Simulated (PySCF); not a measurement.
C2H6AlCl, charge +1, doublet, geometry from GFN2-xTB (such geometries of metal compounds can be far from the true shape) (a state made from the parent by changing its charge; the spin is typed, not shown lowest); PBE/3-21G (PySCF).

Here is a job for PySCF.
```python
from pyscf import gto, scf, dft

mol = gto.M(
    atom='''
Al    0.091244   -0.104779    0.096178
C     1.983315   -0.847047   -0.125519
H     1.975511   -1.925332    0.039993
H     2.631427   -0.352767    0.600482
H     2.278661   -0.598749   -1.147671
C    -0.336721   -1.043797    1.861153
H    -0.491636   -2.104434    1.655017
H    -1.254391   -0.577458    2.227328
H     0.490321   -0.906274    2.559179
Cl   -0.982096    1.127777   -1.035203
''',
    basis='3-21g',
    charge=1,
    spin=1,
    verbose=4,
)

mf = dft.UKS(mol)
mf.xc = 'pbe'
mf.kernel()
```

Output, abridged:

```
PySCF version 2.14.0

[INPUT] verbose = 4
[INPUT] num. atoms = 10
[INPUT] num. electrons = 47
[INPUT] charge = 1
[INPUT] spin (= nelec alpha-beta = 2S) = 1
[INPUT] symmetry False subgroup None
[INPUT] Mole.unit = angstrom
[INPUT] Symbol           X                Y                Z      unit          X                Y                Z       unit  Magmom
[INPUT]  1 Al     0.091244000000  -0.104779000000   0.096178000000 AA    0.172426170510  -0.198003613606   0.181750079208 Bohr   0.0
[INPUT]  2 C      1.983315000000  -0.847047000000  -0.125519000000 AA    3.747922168742  -1.600686844634  -0.237196533429 Bohr   0.0
[INPUT]  3 H      1.975511000000  -1.925332000000   0.039993000000 AA    3.733174746066  -3.638350178861   0.075575816900 Bohr   0.0
[INPUT]  4 H      2.631427000000  -0.352767000000   0.600482000000 AA    4.972676346786  -0.666633015784   1.134746522731 Bohr   0.0
[INPUT]  5 H      2.278661000000  -0.598749000000  -1.147671000000 AA    4.306045220728  -1.131471627357  -2.168783871106 Bohr   0.0
[INPUT]  6 C     -0.336721000000  -1.043797000000   1.861153000000 AA   -0.636310470390  -1.972490459643   3.517069445913 Bohr   0.0
[INPUT]  7 H     -0.491636000000  -2.104434000000   1.655017000000 AA   -0.929057392977  -3.976803907223   3.127528861499 Bohr   0.0
[INPUT]  8 H     -1.254391000000  -0.577458000000   2.227328000000 AA   -2.370455443119  -1.091237468439   4.209039909575 Bohr   0.0
[INPUT]  9 H      0.490321000000  -0.906274000000   2.559179000000 AA    0.926572403123  -1.712609653814   4.836147413738 Bohr   0.0
[INPUT] 10 Cl    -0.982096000000   1.127777000000  -1.035203000000 AA   -1.855892468031   2.131189659584  -1.956250153328 Bohr   0.0

nuclear repulsion = 189.999833057833
number of shells = 36
number of NR pGTOs = 102
number of NR cGTOs = 56
basis = 3-21g
ecp = {}

******** <class 'pyscf.dft.uks.UKS'> ********
method = UKS
initial guess = minao
damping factor = 0
level_shift factor = 0
DIIS = <class 'pyscf.scf.diis.CDIIS'>
diis_start_cycle = 1
diis_space = 8
diis_damp = 0
SCF conv_tol = 1e-09
SCF conv_tol_grad = None
SCF max_cycles = 50
direct_scf = True
direct_scf_tol = 1e-13
number electrons alpha = 24  beta = 23
XC library pyscf.dft.libxc version 7.1.2
    S. Lehtola, C. Steigemann, M. J. T. Oliveira, and M. A. L. Marques,  SoftwareX 7, 1–5 (2018)
XC functionals = pbe
    J. P. Perdew, K. Burke, and M. Ernzerhof,  Phys. Rev. Lett. 77, 3865 (1996)
    J. P. Perdew, K. Burke, and M. Ernzerhof,  Phys. Rev. Lett. 78, 1396 (1997)
    J. P. Perdew, K. Burke, and M. Ernzerhof,  Phys. Rev. Lett. 77, 3865 (1996)
    J. P. Perdew, K. Burke, and M. Ernzerhof,  Phys. Rev. Lett. 78, 1396 (1997)
radial grids:
    Treutler-Ahlrichs [JCP 102, 346 (1995); DOI:10.1063/1.469408] (M4) radial grids

becke partition: Becke, JCP 88, 2547 (1988); DOI:10.1063/1.454033
pruning grids: <function nwchem_prune>
grids dens level: 3
symmetrized grids: False
atomic radii adjust function: <function treutler_atomic_radii_adjust>
small_rho_cutoff = 0
Set gradient conv threshold to 3.16228e-05
tot grids = 125144
init E= -777.552822150023

cycle= 1 E= -777.683979251611  delta_E= -0.131  |g|= 0.282  |ddm|= 1.86
cycle= 2 E= -777.54144902988  delta_E= 0.143  |g|= 0.539  |ddm|= 1.05
cycle= 3 E= -777.727197780721  delta_E= -0.186  |g|= 0.159  |ddm|= 0.765
cycle= 4 E= -777.744662940312  delta_E= -0.0175  |g|= 0.019  |ddm|= 0.218
cycle= 5 E= -777.744882819045  delta_E= -0.00022  |g|= 0.00545  |ddm|= 0.0279
cycle= 6 E= -777.744908778536  delta_E= -2.6e-05  |g|= 0.000775  |ddm|= 0.00989
cycle= 7 E= -777.744909402546  delta_E= -6.24e-07  |g|= 0.000488  |ddm|= 0.00233
cycle= 8 E= -777.744909627047  delta_E= -2.25e-07  |g|= 7.93e-05  |ddm|= 0.000975
cycle= 9 E= -777.744909632312  delta_E= -5.26e-09  |g|= 2.59e-05  |ddm|= 0.000137
cycle= 10 E= -777.744909632674  delta_E= -3.62e-10  |g|= 1.39e-05  |ddm|= 4.55e-05
Extra cycle  E= -777.744909631573  delta_E= 1.1e-09  |g|= 4.1e-05  |ddm|= 6.45e-05
converged SCF energy = -777.744909631573  <S^2> = 0.75327722  2S+1 = 2.0032745
```
